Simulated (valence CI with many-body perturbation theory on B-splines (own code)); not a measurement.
Questions on Cr III

Computed by configuration interaction combined with many-body perturbation theory (CI+MBPT): four valence electrons over a frozen Dirac-Fock core [Ar], a basis of 7 s, 7 p, 8 d, 6 f, 4 g, 1 h functions for each j, with the one-electron correlation potential Σ1, the two-electron term Σ2, the three-electron term Σ3, Breit, model QED; selected CI, second order for the rest, scaled by the run's own slope (own B-spline code, finite nucleus).

Against 32 measured levels this calculation errs by 471 cm⁻¹ on average and by 3389 at most. Among the levels kept, up to 250 cm⁻¹ of a level comes from second order outside the variational space, and about a tenth of that is noise between levels of different J, which matters for small intervals. Only levels of the ground parity were solved; by the run's estimate the other parity begins above the list, which can be wrong where configurations are misplaced.

Rates and lifetimes use the calculated energies. Strong lines usually hold to 10 to 20 %, long lifetimes can be off by a factor of two.

Q: What is the ground level?

A: 3d4 5D_0, composition 99 % 3d4 5D.

Q: How well does LS coupling describe the low levels?

A: Among the lowest 20 levels the leading LS term, summed over configurations, holds 99 % on average. For single configurations the figures are 98 % in LS and 51 % in jj coupling. Terms hardly mix: every one of these levels is at least 95 % one term.

Q: What is the ionisation energy?

A: 30.428 eV; NIST lists 30.959 ± 0.025 eV (measured).

Q: Name the longest-lived excited levels whose lifetime is computed, and their main decay.

A: 3d4 5D_1 at 62.5 cm⁻¹ lives 75700 s, mostly by M1 to 3d4 5D_0; 3d4 3H_5 at 16642 cm⁻¹ lives 22600 s, mostly by M1 to 3d4 3H_4; 3d4 3H_6 at 16771 cm⁻¹ lives 19500 s, mostly by M1 to 3d4 3H_5.

Q: How is the term 5D of the ground level split?

A: J = 0 at 0.0, J = 1 at 62.5, J = 2 at 181, J = 3 at 351, J = 4 at 565 cm⁻¹.

Q: What are the static dipole polarisabilities of the lowest levels?

A: 3d4 5D_0 4.33; 3d4 5D_1 4.34 (tensor -0.22); 3d4 5D_2 4.33 (tensor -0.14); 3d4 5D_3 4.33 (tensor 0.16) bohr³, of which the core gives 0.811.
